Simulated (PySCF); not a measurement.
**Structure from 2D NMR**

Compound of formula C$_{11}$H$_{12}$. Correlations simulated from computed shifts and the bond graph:

HSQC (one-bond C–H):
```csv
δH,δC
7.56,133.1
7.54,132.2
7.38,127.9
7.36,128.3
5.26,117.7
5.24,117.7
4.24,51.4
3.56,38.4
2.89,38.4
1.55,22.1
```

COSY cross peaks (H two or three bonds apart, from the bond graph; peaks can be absent where the dihedral angle is near 90°):
```csv
δH,δH
7.56,7.54
7.56,7.38
7.54,7.36
5.26,5.24
4.24,3.56
4.24,2.89
3.56,2.89
```

HMBC (two and three bonds, from the bond graph):
```csv
δH,δC
7.56,"150.2, 132.2, 128.3, 127.9"
7.54,"153.8, 133.1, 128.3, 127.9"
7.38,"153.8, 150.2, 133.1, 132.2, 38.4"
7.36,"153.8, 150.2, 133.1, 132.2, 51.4"
5.26,"155.5, 51.4, 22.1"
5.24,"155.5, 51.4, 22.1"
4.24,"155.5, 153.8, 150.2, 128.3, 117.7, 38.4, 22.1"
3.56,"155.5, 153.8, 150.2, 127.9, 51.4"
2.89,"155.5, 153.8, 150.2, 127.9, 51.4"
1.55,"155.5, 117.7, 51.4"
```

Carbons without hydrogens: δ 155.5, 153.8, 150.2.

How the numbers were obtained: GFN2-xTB structure, NMR shieldings at PBE0/pcSseg-1/GIAO, in PySCF (in vacuum, one computed conformer, relativity neglected, fast rotation and ring inversion assumed for equivalent nuclei).

Chemical shifts δ = σref − σ; TMS for 1H, 13C, all at this level.

Exchangeable hydrogens are left out of these lists.

Q: Work out the connectivity.

A: `InChI=1S/C11H12/c1-8(2)11-7-9-5-3-4-6-10(9)11/h3-6,11H,1,7H2,2H3/t11-/m0/s1`.

Numbering as in the mapped SMILES `[CH2:1]=[C:2]([CH3:3])[C@@H:4]1[CH2:5][c:6]2[cH:7][cH:8][cH:9][cH:10][c:11]21`; H(Xn) means a hydrogen on atom n. Ha(C5) is cis to C2 on the ring; Ha(C1) is cis to C3; Hb(C5) is trans to C2 on the ring; Hb(C1) is trans to C3.

- δC 155.5 is C2, a fully substituted alkene carbon.
- δC 153.8 is C11, a substituted aromatic carbon.
- δC 150.2 is C6, a substituted aromatic carbon.
- δC 133.1 is C8, an aromatic CH (δH 7.56).
- δC 132.2 is C9, an aromatic CH (δH 7.54).
- δC 128.3 is C10, an aromatic CH (δH 7.36).
- δC 127.9 is C7, an aromatic CH (δH 7.38).
- δC 117.7 is C1, a terminal =CH2 carbon (δH 5.26, 5.24).
- δC 51.4 is C4, an sp3 CH on an aromatic ring (δH 4.24).
- δC 38.4 is C5, an sp3 CH2 on an aromatic ring (δH 2.89, 3.56).
- δC 22.1 is C3, an allylic methyl carbon (δH 1.55).
- HMBC from δH 7.56 reaches the proton-free carbon C6.
- HMBC from δH 7.54 reaches the proton-free carbon C11.
- HMBC from δH 7.38 reaches the proton-free carbons C11, C6.
- HMBC from δH 7.36 reaches the proton-free carbons C11, C6.
- COSY links 7.56–7.54, 7.56–7.38, 7.54–7.36, 5.26–5.24, 4.24–3.56, 4.24–2.89.

The data come from this structure; uniqueness wasn't tested.

Shifts are as computed. Against solution values, carbons near 30 ppm lie about +3 ppm off and those near 130 ppm about +5 ppm. Of 1211 compounds with measured shifts, 218 miss one by over three times the rms of a fit or turn the order of signals round; such compounds aren't used in these exercises.
